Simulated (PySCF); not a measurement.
## Electron correlation in Ho (holmium, neutral)

[Xe] 4f11 5d1 6s1, one real determinant (an excited configuration). Computed with PySCF 2.14 in x2c-TZVPPall with one added diffuse shell each of s, p, d, f type (12s8p8d5f2g, 129 functions), with the spin-free X2C one-electron Hamiltonian (Gaussian nucleus). Frozen: [Ar] 3d10; 39 electrons correlated.

MP2 pair energies summed by pair of shells (mhartree):

```tsv
pair	energy	share (%)
4f-4f	-427.17	27.0
4d-4f	-320.73	20.3
4f-5p	-226.94	14.4
5p-5p	-115.32	7.3
4d-4d	-111.95	7.1
4d-5p	-53.82	3.4
4f-5s	-52.33	3.3
4p-4f	-44.27	2.8
4p-4d	-39.92	2.5
5s-5p	-31.92	2.0
4d-5s	-23.40	1.5
5p-5d	-17.95	1.1
4s-4d	-17.25	1.1
4s-4f	-16.98	1.1
5p-6s	-14.67	0.9
4f-5d	-12.15	0.8
4p-4p	-9.93	0.6
4f-6s	-8.63	0.5
4p-5p	-7.60	0.5
5s-5s	-5.98	0.4
4s-4p	-4.37	0.3
4p-5s	-4.20	0.3
5d-6s	-3.57	0.2
5s-5d	-1.89	0.1
4d-5d	-1.48	0.1
4s-4s	-1.37	0.1
4d-6s	-1.09	0.1
4s-5p	-0.83	0.1
4s-5s	-0.72	0.0
5s-6s	-0.69	0.0
```

Total MP2 correlation energy: -1579.5 mhartree.

Same-spin part -611.24 and opposite-spin part -968.25 mhartree; SCS-MP2 scales them by 1/3 and 6/5 to -1365.6 mhartree.

The reference is one real determinant that mixes LS terms of this configuration.

This basis was not built for core-valence correlation, so the inner-shell part is incomplete.
